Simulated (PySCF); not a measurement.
Telling isomers of C₄H₉ClO₃Si apart by NMR

Non-relativistic Hamiltonian, one conformer, averaged over atoms made equivalent by symmetry, fast rotation or ring inversion, in vacuum. GIAO PBE0/pcSseg-1 shieldings; geometry from GFN2-xTB; PySCF 2.14.0 with density-fitted response routines.

δ = σ(ref) − σ, references computed at the same level: ¹H and ¹³C vs TMS. Where no couplings were computed, multiplicities follow the n + 1 count of equivalent neighbours, and m marks all less simple cases (inequivalent or close neighbours, rings, F or P nearby). Shifts are as computed. Against solution values, carbons near 30 ppm lie about +3 ppm off and those near 130 ppm about +5 ppm; carbons on Cl a further +6 ppm. Of 1211 compounds with measured shifts, 218 miss one by over three times the rms of a fit or turn the order of signals round; such compounds aren't used in these exercises. Carbons bonded to Cl come out too deshielded. OH and NH positions are gas-phase values without hydrogen bonding to other molecules.

(1) Tabulate the signals of `CO[C@@H]1COC[Si@@H](Cl)O1`, `CCO[Si](O)(O)/C=C/Cl` and their relative energies.

(2) What is the quickest way to tell CO[C@@H]1COC[Si@@H](Cl)O1 from CCO[Si](O)(O)/C=C/Cl?

## Answers

(1) 
```json
{"SMILES": "CO[C@@H]1COC[Si@@H](Cl)O1", "carbon types": "1×CH 2×CH2 1×CH3", "δC": "101.0, 74.6, 67.4, 57.3", "δH": "5.44 (m, 1H), 5.14 (m, 1H), 3.98 (m, 1H), 3.86 (m, 1H), 3.72 (s, 3H), 3.56 (m, 1H), 2.74 (m, 1H)", "E rel. (kcal/mol)": "38.9"}
{"SMILES": "CCO[Si](O)(O)/C=C/Cl", "carbon types": "2×CH 1×CH2 1×CH3", "δC": "146.3, 137.0, 63.3, 21.5", "δH": "6.45 (d, 1H), 5.98 (d, 1H), 4.25 (q, 2H), 2.03 (br s, 2H), 1.33 (t, 3H)", "E rel. (kcal/mol)": "0.0"}
```

Energies are electronic energies at PBE0/pcSseg-1 on these geometries, without zero-point or thermal terms, each for the one conformer computed, which needn't be the lowest.

(2) Both give the same number of carbon signals, but DEPT or the intensities differ. The first has an sp3 carbon bearing two oxygens (CH) at 101.0 ppm, the second an alkene CH at 146.3 ppm. In the proton spectra the most deshielded non-exchanging signals are 5.44 (m, 1H) and 6.45 (d, 1H).
